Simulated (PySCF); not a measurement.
# 17O chemical shifts

- PBE0/pcSseg-1 with gauge-including orbitals
- structure optimised with GFN2-xTB
- code: PySCF
- relativity neglected, one computed conformer, no solvent, equivalent nuclei averaged

Shieldings were converted by a linear fit to measured shifts: 17O: δ = 266.70 − 0.911σ (rms 10.7 ppm, 155 shifts, 12.2 ppm with the 3 outliers that the fit left out vs liquid water, solution or neat liquid). A few per cent of atoms miss by over 2 rms, more outside the fitted compound classes.

(1) Give the 17O shifts of `CO[Si@H](O)n1cccc1`, `C=Pc1ccoc1`, `C=CCC1(O)CC1`, `COCc1cnoc1[SiH3]`, `N#C[C@@H]1CC[C@H]2O[C@H]2C1`.

(2) Order these by 17O shift, lowest first.
A. CC[C@@H](C)P=C=O
B. CCO[C@@H]1C=CC1
C. CC(C)CP(C)(C)=O
D. C=Pc1ccoc1
E. N#C[C@@H]1CC[C@H]2O[C@H]2C1

## Answers

(1) 
```csv
compound,environment,δ (ppm)
[CH3:1][O:2][Si@H:3]([OH:4])[n:5]1[cH:6][cH:7][cH:8][cH:9]1,"O4: oxygen bonded to Si, H",11.2
[CH3:1][O:2][Si@H:3]([OH:4])[n:5]1[cH:6][cH:7][cH:8][cH:9]1,"O2: oxygen bonded to C, Si",-20.5
C=Pc1ccoc1,aromatic ring oxygen,243.6
C=CCC1(O)CC1,alcohol oxygen,15.2
[CH3:1][O:2][CH2:3][c:4]1[cH:5][n:6][o:7][c:8]1[SiH3:9],O7: aromatic ring oxygen,351.0
[CH3:1][O:2][CH2:3][c:4]1[cH:5][n:6][o:7][c:8]1[SiH3:9],O2: ether oxygen,-16.0
N#C[C@@H]1CC[C@H]2O[C@H]2C1,ether oxygen,-5.7
```

(2) E (-5.7 ppm, ether oxygen), B (31.5 ppm, ether oxygen), C (64.8 ppm, P=O oxygen), D (243.6 ppm, aromatic ring oxygen), A (362.8 ppm, carbonyl oxygen).
